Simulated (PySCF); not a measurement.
C$_{2}$ClO$_{2}$Pt (SMILES [O+]#[C-]->[Pt+]([Cl])<-[C-]#[O+]), charge +1, singlet, geometry from GFN2-xTB (such geometries of metal compounds can be far from the true shape) (the multiplicity is a formal guess) (core potentials on Pt); PySCF with DF-PBE/def2-SV(P).

PySCF was given this input:
```python
from pyscf import gto, scf, dft

mol = gto.M(
    atom='''
Pt   -0.10034915   -0.07823285    0.00708963
Cl   -1.70230998   -1.32713188    0.12026756
O     0.41165848    2.55148831   -1.39841969
C     0.31507625    1.58271118   -0.84308924
O     2.68810317   -0.13489407    1.17942270
C     1.67965885   -0.02760278    0.70216196
''',
    basis='def2-sv(p)',
    ecp={'Pt': 'def2-sv(p)'},
    charge=1,
    verbose=4,
)

mf = dft.RKS(mol)
mf.xc = 'pbe'
mf = mf.density_fit(auxbasis='def2-universal-jkfit')
mf.kernel()
```

Output, abridged:

```
PySCF version 2.14.0

[INPUT] verbose = 4
[INPUT] num. atoms = 6
[INPUT] num. electrons = 62
[INPUT] charge = 1
[INPUT] spin (= nelec alpha-beta = 2S) = 0
[INPUT] symmetry False subgroup None
[INPUT] Mole.unit = angstrom
[INPUT] Symbol           X                Y                Z      unit          X                Y                Z       unit  Magmom
[INPUT]  1 Pt    -0.100349150000  -0.078232850000   0.007089630000 AA   -0.189632410333  -0.147838660444   0.013397459025 Bohr   0.0
[INPUT]  2 Cl    -1.702309980000  -1.327131880000   0.120267560000 AA   -3.216899641314  -2.507915784379   0.227272750070 Bohr   0.0
[INPUT]  3 O      0.411658480000   2.551488310000  -1.398419690000 AA    0.777921784055   4.821614115929  -2.642630221299 Bohr   0.0
[INPUT]  4 C      0.315076250000   1.582711180000  -0.843089240000 AA    0.595407820855   2.990890664487  -1.593207762168 Bohr   0.0
[INPUT]  5 O      2.688103170000  -0.134894070000   1.179422700000 AA    5.079778785875  -0.254912848128   2.228785888095 Bohr   0.0
[INPUT]  6 C      1.679658850000  -0.027602780000   0.702161960000 AA    3.174095209202  -0.052161694477   1.326893799488 Bohr   0.0

nuclear repulsion = 324.635879971528
number of shells = 43
number of NR pGTOs = 182
number of NR cGTOs = 99
basis = def2-sv(p)
ecp = {'Pt': 'def2-sv(p)'}

******** <class 'pyscf.df.df_jk.DFRKS'> ********
method = DFRKS
initial guess = minao
damping factor = 0
level_shift factor = 0
DIIS = <class 'pyscf.scf.diis.CDIIS'>
diis_start_cycle = 1
diis_space = 8
diis_damp = 0
SCF conv_tol = 1e-09
SCF conv_tol_grad = None
SCF max_cycles = 50
direct_scf = False
XC library pyscf.dft.libxc version 7.1.2
    S. Lehtola, C. Steigemann, M. J. T. Oliveira, and M. A. L. Marques,  SoftwareX 7, 1–5 (2018)
XC functionals = pbe
    J. P. Perdew, K. Burke, and M. Ernzerhof,  Phys. Rev. Lett. 77, 3865 (1996)
    J. P. Perdew, K. Burke, and M. Ernzerhof,  Phys. Rev. Lett. 78, 1396 (1997)
    J. P. Perdew, K. Burke, and M. Ernzerhof,  Phys. Rev. Lett. 77, 3865 (1996)
    J. P. Perdew, K. Burke, and M. Ernzerhof,  Phys. Rev. Lett. 78, 1396 (1997)
radial grids:
    Treutler-Ahlrichs [JCP 102, 346 (1995); DOI:10.1063/1.469408] (M4) radial grids

becke partition: Becke, JCP 88, 2547 (1988); DOI:10.1063/1.454033
pruning grids: <function nwchem_prune>
grids dens level: 3
symmetrized grids: False
atomic radii adjust function: <function treutler_atomic_radii_adjust>
small_rho_cutoff = 0
Set gradient conv threshold to 3.16228e-05
Initial guess from minao.
tot grids = 99592
init E= -794.894005224952
  HOMO = -0.641825847203994  LUMO = -0.578561245353774  gap/eV = 1.72152
cycle= 1 E= -804.680926435023  delta_E= -9.79  |g|= 1.43  |ddm|= 8.58
  HOMO = -0.29231094502361  LUMO = -0.15992521356161  gap/eV = 3.60240
cycle= 2 E= -791.083684958561  delta_E= 13.6  |g|= 5.75  |ddm|= 6.37
  HOMO = -0.478042987229852  LUMO = -0.367083442755401  gap/eV = 3.01936
cycle= 3 E= -804.985214752174  delta_E= -13.9  |g|= 0.95  |ddm|= 5.55
  HOMO = -0.439722630684036  LUMO = -0.384888855255879  gap/eV = 1.49210
cycle= 4 E= -805.037865726741  delta_E= -0.0527  |g|= 0.872  |ddm|= 2.01
  HOMO = -0.505212594233542  LUMO = -0.422119744093812  gap/eV = 2.26107
cycle= 5 E= -805.231193923438  delta_E= -0.193  |g|= 0.23  |ddm|= 1.26
  HOMO = -0.470310696917951  LUMO = -0.399385362100102  gap/eV = 1.92998
cycle= 6 E= -805.243960634911  delta_E= -0.0128  |g|= 0.121  |ddm|= 0.388
  HOMO = -0.475269303913109  LUMO = -0.39840843954053  gap/eV = 2.09149
cycle= 7 E= -805.24647906817  delta_E= -0.00252  |g|= 0.0684  |ddm|= 0.181
  HOMO = -0.475434857624396  LUMO = -0.400752645282325  gap/eV = 2.03221
cycle= 8 E= -805.247538380632  delta_E= -0.00106  |g|= 0.0232  |ddm|= 0.0675
  HOMO = -0.474834084811735  LUMO = -0.399822887489757  gap/eV = 2.04116
cycle= 9 E= -805.247655445122  delta_E= -0.000117  |g|= 0.00637  |ddm|= 0.0173
  HOMO = -0.474478676120719  LUMO = -0.399463392359446  gap/eV = 2.04127
cycle= 10 E= -805.247666445435  delta_E= -1.1e-05  |g|= 0.000893  |ddm|= 0.00674
  HOMO = -0.474474438282687  LUMO = -0.399503792441751  gap/eV = 2.04006
cycle= 11 E= -805.24766666267  delta_E= -2.17e-07  |g|= 5.47e-05  |ddm|= 0.00101
  HOMO = -0.474470134290621  LUMO = -0.39950228129451  gap/eV = 2.03998
cycle= 12 E= -805.247666663616  delta_E= -9.46e-10  |g|= 1.37e-05  |ddm|= 9.07e-05
  HOMO = -0.474469381078372  LUMO = -0.399500666803677  gap/eV = 2.04000
Extra cycle  E= -805.247666663317  delta_E= 2.99e-10  |g|= 3.85e-05  |ddm|= 5.36e-05
converged SCF energy = -805.247666663317
```
